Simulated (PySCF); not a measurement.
Run record: excited-state job, `C[C@]1(C(F)(F)F)CCO1`.

Computed with TDDFT PBE0/def2-SVPD, vertical, gas phase, core orbitals frozen in the response (PySCF 2.14.0, density-fitted response routines). Geometry: GFN2-xTB. The command runs a driver script over a list of jobs; the input below is this job's line of settings and its coordinates in Å.

Command:
```bash
OMP_NUM_THREADS=1 python probes_run.py task.json out
```

Input:
```
{"job": {"kind": "uv", "xc": "PBE0", "basis": "def2-SVPD", "nstates": 6, "ntriplets": 2}, "charge": 0, "multiplicity": 1}
C     -0.885906    -1.423587    -0.389031
C     -0.194730    -0.162945     0.099945
C     -1.243108     0.902386     0.455384
F     -1.925441     1.289647    -0.639715
F     -0.691748     2.010213     0.965138
F     -2.149397     0.474625     1.338541
C      0.946651     0.413039    -0.754956
C      1.799224     0.207878     0.501284
O      0.689976    -0.372296     1.200761
H     -1.541957    -1.809108     0.387849
H     -1.469017    -1.204220    -1.280282
H     -0.137922    -2.177213    -0.619029
H      1.216182    -0.207687    -1.604698
H      0.814325     1.443894    -1.073012
H      2.626055    -0.499276     0.411281
H      2.139215     1.123594     0.989130
```

Question: What does the run print?

Answer: 
```
coarse grid: 14120 points
cycle   1  E = -568.2445642197  dE =  1.390e+00  |g| = 9.722e-01  |ddm| = 6.324e+00
cycle   2  E = -568.0269162223  dE =  2.176e-01  |g| = 1.507e+00  |ddm| = 3.607e+00
cycle   3  E = -568.4154100397  dE = -3.885e-01  |g| = 1.129e-01  |ddm| = 2.431e+00
cycle   4  E = -568.4173415948  dE = -1.932e-03  |g| = 6.039e-02  |ddm| = 2.818e-01
cycle   5  E = -568.4180253437  dE = -6.837e-04  |g| = 1.320e-02  |ddm| = 1.113e-01
cycle   6  E = -568.4180549219  dE = -2.958e-05  |g| = 3.791e-03  |ddm| = 2.776e-02
cycle   7  E = -568.4180579240  dE = -3.002e-06  |g| = 5.115e-04  |ddm| = 7.556e-03
final grid: 139664 points
cycle   8  E = -568.5027204862  dE = -4.920e-05  |g| = 1.243e-02  |ddm| = 2.280e-01
cycle   9  E = -568.5026837207  dE =  3.677e-05  |g| = 1.893e-02  |ddm| = 5.560e-02
cycle  10  E = -568.5027508485  dE = -6.713e-05  |g| = 1.484e-03  |ddm| = 3.112e-02
cycle  11  E = -568.5027513320  dE = -4.835e-07  |g| = 2.706e-04  |ddm| = 2.815e-03
cycle  12  E = -568.5027513433  dE = -1.131e-08  |g| = 1.174e-04  |ddm| = 5.897e-04
cycle  13  E = -568.5027513456  dE = -2.258e-09  |g| = 2.636e-05  |ddm| = 1.769e-04
cycle  14  E = -568.5027513457  dE = -1.307e-10  |g| = 6.242e-06  |ddm| = 6.703e-05
converged SCF energy = -568.5027513457

Static polarisability (au): isotropic 63.142, principal 58.446 61.484 69.497

Singlet excitations
state   eV       nm        f      main configurations
  1   7.3694    168.2   0.00107   H->L 0.58, H->L+2 0.20, H->L+1 0.19
  2   7.5258    164.7   0.00471   H->L+1 0.54, H->L 0.35
  3   7.9015    156.9   0.02561   H->L+2 0.70, H->L+1 0.21
  4   8.2814    149.7   0.00700   H->L+3 0.95
  5   8.7062    142.4   0.00709   H->L+4 0.92
  6   8.8808    139.6   0.04193   H-1->L 0.88

Triplet excitations (Tamm-Dancoff, eV): 6.9850 7.3427
```

The SCF starts on a coarse grid where the log names one; the energy can jump when the final grid takes over, and dE then counts from the start density on the new grid. H and L stand for HOMO and LUMO; the number after each pair is its weight.

Question: Give the mean polarisability as a volume in Å³, and the ratio of the largest to the smallest principal value.

Answer: 63.142 au × 0.148185 = 9.36 Å³; 69.497/58.446 = 1.19.

Question: How does the lowest singlet excitation compare with the HOMO–LUMO gap?

Answer: HOMO -7.94 eV and LUMO 0.62 eV give a gap of 8.56 eV; S1 at 7.37 eV lies 1.19 eV below it.

In short: HOMO -7.94 eV, LUMO 0.62 eV; lowest singlet 7.37 eV; lowest triplet 6.99 eV (Tamm–Dancoff); mean polarisability 63.1 au.

Time: 77 s (with the writing of density and orbital grids); peak memory 1.0 GiB. Hardware: Arm Neoverse V1, one thread, shared host with 32 logical CPUs at a one-minute load of 28.
Labels such as C1 count atoms from 1, the log's own numbers from 0.
